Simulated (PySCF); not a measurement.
Bonds (- single, = double, # triple, : aromatic): O1-Si2 1.614 Å, Si2-C3 1.921 Å, C3-C4 1.492 Å, C4-F5 1.353 Å, C4-F6 1.346 Å, C4-F7 1.345 Å. O1 carries H8; Si2 carries H9, H10; C3 carries H11, H12.

How the numbers were obtained: structure optimised with GFN2-xTB, shielding tensors at PBE0/pcSseg-1 (GIAO), in PySCF 2.14.0 with density-fitted response routines (isolated molecule, non-relativistic, single conformer, one averaged value for each set of equivalent atoms).

Question: Predict the 2D correlation tables (HSQC, COSY, HMBC).

Answer: 

HSQC (one-bond C–H):
| δH | δC |
| --- | --- |
| 1.58 (H11/H12) | 26.7 (C3) |

COSY cross peaks (H two or three bonds apart, from the bond graph; peaks can be absent where the dihedral angle is near 90°):
| δH | δH |
| --- | --- |
| 5.09 (H9/H10) | 1.58 (H11/H12) |

HMBC (two and three bonds, from the bond graph):
| δH | δC |
| --- | --- |
| 5.09 (H9/H10) | 138.2 (C4), 26.7 (C3) |
| 1.58 (H11/H12) | 138.2 (C4) |

Shifts are taken against calculated references (same method and geometry level): TMS for 1H (σ = 31.72 ppm) and 13C (σ = 186.93 ppm).

OH and NH positions are those of a molecule without intermolecular hydrogen bonds; in solution they move with solvent, concentration and temperature, and exchange usually removes their couplings. Shifts are as computed. Against solution values, carbons near 30 ppm lie about +3 ppm off and those near 130 ppm about +5 ppm. Of 1309 compounds with measured shifts, 239 miss one by over three times the rms of a fit or turn the order of signals round; such compounds aren't used in these exercises.
